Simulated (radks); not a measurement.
Values are calculated unless marked as measured or tabulated.
Tc XXIII, configuration [Ar] 3d3.

Level of theory: scalar-relativistic Kohn-Sham, PBE, spin-polarised, spherical densities, finite nucleus; open shells are filled with parallel spins first (spin-orbit coupling, left out, can overturn this in heavy ions); Fermi nuclear charge, rms radius 4.4112 fm (a radial shooting solver on a logarithmic mesh with Libxc functionals).

Energy parts (eV):
| part | energy |
|---|---|
| total | -108954.928 |
| kinetic | 112765.822 |
| electron-nucleus | -244192.606 |
| Hartree | 25197.610 |
| exchange-correlation | -2725.754 |

Orbitals (lengths in bohr, moments of r in powers of bohr; <r^-3> diverges for s and p1/2):
orbital,occ.,eigenvalue (eV),<r^-3>
1s up,1,-21727.29,-
1s down,1,-21727.25,-
2s up,1,-3829.772,-
2s down,1,-3822.187,-
2p up,3,-3520.503,2788
2p down,3,-3514.849,2797
3s up,1,-1249.727,-
3s down,1,-1240.677,-
3p up,3,-1148.925,583.4
3p down,3,-1139.560,576.3
3d up,3,-1001.569,83.72
3d down,0,-990.2384,83.10
4s up,0,-597.5622,-
4s down,0,-594.4696,-
4p up,0,-558.6853,189.3
4p down,0,-555.5747,187.4

The highest occupied level is 3d up at -1001.6 eV. Spin moment in Bohr magnetons: 3. The density falls to 0.001 e/bohr^3 at r = 1.11 bohr. For comparison, the ionisation energy in NIST's Atomic Spectra Database is 1032 eV (theoretical). In exact Kohn-Sham theory the highest level is minus the ionisation energy, but local and semilocal functionals leave it too shallow, through self-interaction and a potential that decays too fast; potentials with the right tail come closer. Summed over all electrons, <r^2> = 1.918 bohr^2, which gives a Langevin (diamagnetic) susceptibility term of -1.52 x 10^-6 cm^3/mol. The spin density at the nucleus is -4.89 e/bohr^3 (1s -0.55, 2s -15.81, 3s 11.47).
